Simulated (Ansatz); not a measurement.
`O=C=NBF` + `[OH][InH2]` → `FB[O][InH2]` + `N=C=O`  (ligand exchange at a B–N bond)

Computed with Ansatz on PBE0-D4/def2-TZVP structures; ΔE is electronic, products minus reactants. CBS: MP2 limit from def2 TZ/QZ plus the TZ coupled-cluster correction, frozen cores. This one scheme is used for every species. Functionals use def2-TZVPP. HSE06 is defined as in plane-wave codes. Elements past krypton have def2 core potentials. For In outer-core shells are correlated without core-valence functions, which leaves a few kJ/mol of doubt a bond. One conformer a species, not always the lowest.

```
      species  HSE06 energy (Eh)
    `O=C=NBF`         -293.26545
 `[OH][InH2]`         -267.09779
`FB[O][InH2]`         -391.82217
      `N=C=O`         -168.56095
```

(1) Work out ΔE.

(2) What do rigid-rotor, harmonic-oscillator terms from PBE0-D4/def2-TZVP frequencies (298.15 K, 1 bar) make of the CCSD(T)/CBS value? (Estimate.)

Largest T1 diagnostic among the species: 0.018.

Results:

(1) ΔE = (-391.82217) + (-168.56095) − (-293.26545) − (-267.09779) = -0.01988 Eh = -0.54 eV. CCSD(T)/CBS gives -0.63 eV.

(2) Computed: ΔZPE = -0.02 eV, ΔH = -0.65 eV, ΔS = -6 J/(mol·K), ΔG = -0.63 eV.

Leaving LDA and LC-ωPBE aside and taking each functional with its dispersion term where it has one, the values, not all of them listed here, spread over 0.11 eV, from ωB97M-V to revPBE-D4. LDA lies −0.05 eV from PBE without D4. At CCSD(T), def2-SVP lies −0.15 eV from the extrapolated value and def2-TZVPP −0.01 eV. In def2-TZVPP, CCSD(T) changes the Hartree–Fock value by −0.08 eV (the triples alone add −0.01 eV) and MP2 by −0.05 eV.
